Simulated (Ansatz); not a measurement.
```yaml
crystal:
  periodic: [false, false, false]
  atoms:
    - {symbol: Fe, position_ang: [-0.114209, 1.020136, -0.794376]}
    - {symbol: Pt, position_ang: [1.032539, -0.921819, -0.271869]}
    - {symbol: Pt, position_ang: [-0.918331, -0.098317, 1.066245]}
basis:
  gaussian: {orbitals: def2-TZVP}
total_charge: -1
magnetization: {spin_polarized: true, initial_magnetization: 1}
hamiltonian: {xc: {name: B3LYP5}}
scf: {omitted_lower_state_checks: [starts]}
output: {forces: true}
```

```sh
$ ansatz run in.yaml --threads 4 --pin off --events-out ev --progress --plain --max-ram 3916MiB
```

Shortened log:

```
Functional definition: B3LYP5
1195 factors; integrals over basis functions are off by at most 1.8e-4 eV
mean field evaluation 1: about -40861.5884 eV, gradient 7.9e1 eV
mean field evaluation 2: about -40362.9831 eV, gradient 2.7e2 eV
mean field evaluation 4: about -40694.7678 eV, gradient 2.1e2 eV
mean field evaluation 8: about -40879.0949 eV, gradient 3.1e-1 eV
mean field evaluation 16: about -40879.6702 eV, gradient 5.7e-1 eV
mean field evaluation 32: about -40879.7706 eV, gradient 1.1e0 eV
mean field evaluation 64: about -40879.9283 eV, gradient 1.7e-5 eV
mean field -40879.92826610 eV, -1502.3096543686 hartree, gradient 6.6e-8 eV, S^2 3.760468; 0 other end points of the search recorded, 0 dependent functions left out
reference -40879.92845039 eV, -1502.3096611412 hartree; 32, 31 occupied and 93, 94 virtual orbitals, 1195 factors
Total energy: -40879.92845039 eV, -1502.3096611412 hartree
Atom 0 at    -0.114209     1.020136    -0.794376 Å, force    -0.264617     2.362076    -1.839155 eV/Å
Atom 1 at     1.032539    -0.921819    -0.271869 Å, force     1.140134    -1.606597     0.228425 eV/Å
Atom 2 at    -0.918331    -0.098317     1.066245 Å, force    -0.875517    -0.755479     1.610730 eV/Å
Dipole moment:     0.030825    -0.275318     0.214387 e Å
Checks for a lower state left out: starts
```

Run time 33 s (4 threads of Arm Neoverse V1 on a shared host).

In the def2 sets Pt takes a core potential; there is no spin–orbit coupling. The highest occupied level of an anion often lies above zero with these methods, and sets without diffuse functions describe the outer electron poorly. The charge -1 doublet is spin-contaminated (final ⟨S²⟩ up to 3.76, 0.75 for a pure state).

The dipole of an ion depends on the origin.
